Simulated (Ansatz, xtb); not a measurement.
Molecule: AlCl (charge -1, doublet). SMILES of the parent species: [Al][Cl]
Coordinates optimised at B3LYP-D3(BJ)/def2-TZVP (Ansatz, an electronic-structure program):
```xyz
2

Al     0.0000     0.0000    -1.3272
Cl     0.0000     0.0000     1.0149
```
Charge -1, spin multiplicity 2.

Harmonic wavenumbers from GFN2-xTB (xtb, at its own minimum), cm⁻¹: 217.

Task: Give the harmonic wavenumbers at B3LYP-D3(BJ)/def2-TZVP (Ansatz, finite differences of forces, unscaled).

Result: 310 cm⁻¹. Zero-point energy 0.4 kcal/mol.

Task: From these and the geometry, give the ideal-gas thermochemistry at 298.15 K and 1 atm (rigid rotor, harmonic oscillator).

Result: Point group C∞v, rotational symmetry number 1. Rotational constants 6.013, 6.013 GHz. S(trans) 38.31, S(rot) 15.78, S(vib) 1.36, S(elec, spin only) 1.38, S 56.8 cal/(mol K). H(298) - H(0) 2.33 kcal/mol; G - E(el) -14.2 kcal/mol.
